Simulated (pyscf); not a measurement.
## O=CH–SiH₂• (SMILES O=C[SiH2]), doublet

Gas-phase minimum from PySCF at ωB97X-D3(BJ)/def2-SVP, one conformer. O=CH–SiH₂• lies 9.5 kcal/mol over its isomer O=C•–SiH₃, and others may lie lower still (electronic energy, ωB97M-D3(BJ)). Despite the double bond drawn, Si3 is pyramidal.

```
C
O 1 1.2105
H 1 1.1244 2 120.40
Si 1 1.9084 3 117.56 2 178.41
H 4 1.4886 1 112.12 3 158.79
H 4 1.4925 5 113.16 1 128.39
```
Charge 0, spin multiplicity 2.

Properties at ωB97X-D3(BJ)/def2-SVP:

- Harmonic wavenumbers, unscaled = 202, 291, 487, 566, 746, 867, 931, 1386, 1786, 2243, 2277, 2891 cm⁻¹
- Zero-point energy = 21.0 kcal/mol
- Rotational symmetry number = 1
- Entropy of this conformer at 298 K and 1 atm, rigid rotor and harmonic oscillator, modes under 100 cm⁻¹ raised to 100 = 284.0 J/(mol K)
- Dipole moment = 2.19 D
- Spin expectation value S2 = 0.763

Single-point totals, which compare only within one level (frozen core for MP2 and CC):

```
level                   total energy (hartree)
----------------------  ----------------------
ωB97X-D3(BJ)/def2-TZVP              -404.64862
PBE/def2-TZVP                       -404.32483
r²SCAN/def2-TZVP                    -404.51502
B3LYP-D3(BJ)/def2-TZVP              -404.63329
PBE0-D3(BJ)/def2-TZVP               -404.35213
M06-2X/def2-TZVP                    -404.52692
ωB97M-D3(BJ)/def2-TZVP              -404.66546
UHF/def2-TZVPP                      -403.39914
MP2/def2-TZVPP                      -403.88077
CCSD/def2-TZVPP                     -403.91345
CCSD(T)/def2-TZVPP                  -403.93546
```

The CCSD(T) − MP2 part came from Ansatz, without density fitting, on the same reference.
